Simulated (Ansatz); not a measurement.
Species: CHS, charge 0, multiplicity 2. It need not be the lowest isomer of its formula. SMILES: S[C]
Coordinates optimised at B3LYP-D3(BJ)/def2-TZVP (Ansatz, a program for electronic structure):
```xyz
3

S     -0.0500    -0.0191    -0.4147
C     -0.0717    -0.0128     1.2269
H      1.2300     0.3820    -0.7268
```
Charge 0, spin multiplicity 2.

Parts of the frozen-core correlation energy in cc-pV(D+d)Z (Ansatz, hartree). Frozen orbitals: 6; correlated occupied orbitals by spin: 6 and 5; virtual: 30 and 31. Open shells are spin-unrestricted. No spin-orbit coupling. Non-relativistic.

| term | value |
|---|---|
| reference (HF) | -435.85836 |
| MP2 opposite-spin | -0.16892 |
| MP2 same-spin | -0.05419 |
| CCSD correlation | -0.25799 |
| (T) | -0.01029 |
| CCSDT minus CCSD(T) | -0.00140 |
| CCSDT(Q) minus CCSD(T) | -0.00218 |
| T1 diagnostic | 0.028 |
| largest doubles amplitude | 0.079 |
| <S^2> of the reference | 0.770 |
